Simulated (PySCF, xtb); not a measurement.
(1-methylcyclobutyl)silane (C5H12Si), SMILES CC1([SiH3])CCC1.

xtb 6.7.1 with GFN2-xTB at its own geometry gives an orbital gap of 5.42 eV and a dipole moment of 0.23 D.

Geometry: B3LYP-D3(BJ)/def2-SVP.

### Question
What does PySCF with r2SCAN/def2-TZVP give? (An estimate is asked for; the answer gives what the named calculation found.)

### Answer
gap 7.06 eV (levels -6.72 and 0.33 eV), dipole 0.90 D.
